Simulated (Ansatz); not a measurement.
The first iterations of a band of a periodic cell of 17 atoms, TiSi$_{16}$ (host Si, host structure diamond, interstitial Ti).

All numbers below come from DFT PBE, scalar-relativistic, plane waves, PAW (Ansatz 0.2.0). Settings: PAW set soft_1, cutoff 420 eV, k mesh 2x2x2, gaussian smearing 0.02 eV, no spin polarisation.

* movable images: 3
* climbing image: yes
* spring: 5.0 eV/Å²
* optimiser: quadratic models (default)
* start path: straight line
* force threshold: 0.05 eV/Å
* iteration limit: 80
* end points: relaxed

Initial state:

```xyz
17
Lattice="0.0000 5.4300 5.4300 5.4300 0.0000 5.4300 5.4300 5.4300 0.0000" Properties=species:S:1:pos:R:3
Si -0.038 -0.018 -0.039
Si 1.360 1.360 1.359
Si 2.711 2.717 0.007
Si 4.017 4.072 1.405
Si 2.758 -0.016 2.757
Si 4.075 1.277 4.075
Si 5.338 2.697 2.809
Si 6.745 4.072 4.130
Si 0.009 2.717 2.710
Si 1.406 4.073 4.016
Si 2.738 5.493 2.736
Si 4.077 6.844 4.075
Si 2.809 2.699 5.338
Si 4.131 4.072 6.744
Si 5.413 5.490 5.412
Si 6.790 6.802 6.789
Ti 6.790 9.462 6.789
```

Final state:

```xyz
17
Lattice="0.0000 5.4300 5.4300 5.4300 0.0000 5.4300 5.4300 5.4300 0.0000" Properties=species:S:1:pos:R:3
Si -0.024 0.006 0.005
Si 1.327 1.342 1.342
Si 2.718 2.700 0.043
Si 4.082 4.084 1.354
Si 2.717 0.043 2.700
Si 4.081 1.354 4.083
Si 5.408 2.719 2.719
Si 6.764 4.117 4.116
Si 0.019 2.719 2.719
Si 1.321 4.096 4.096
Si 2.715 5.390 2.740
Si 4.115 6.725 4.137
Si 2.714 2.740 5.389
Si 4.115 4.136 6.726
Si 5.468 5.434 5.435
Si 6.765 6.750 6.750
Ti 8.165 8.147 8.148
```

| iteration | highest image above the first end (eV) | largest band force component (eV/Å) |
| --- | --- | --- |
| 1 | 2.493 | 2.364 |
| 2 | 1.872 | 0.791 |

Q: Does the band converge within its limit, and where does its top end?

A: It converged. It ended after 8 iterations with the highest image 1.713 eV above the first end. Neighbouring images differ by up to 1.3 eV, so the band resolves the path poorly. By the program's own check the climbing image is of a kind that is not told: the force calls were inconclusive, a negative curvature could not be distinguished from the path's own, the only one lies far off the path, or fixed occupations may fill a level only in part (lowest curvatures found: -3.68 and -0.09 eV/Å²). Limits of this set-up: coarse k mesh, a small cell, in which the defect meets its images.

Run time: 6.1 min on 1 thread of Arm Neoverse V2, with other jobs on the host, peak memory 0.8 GiB.
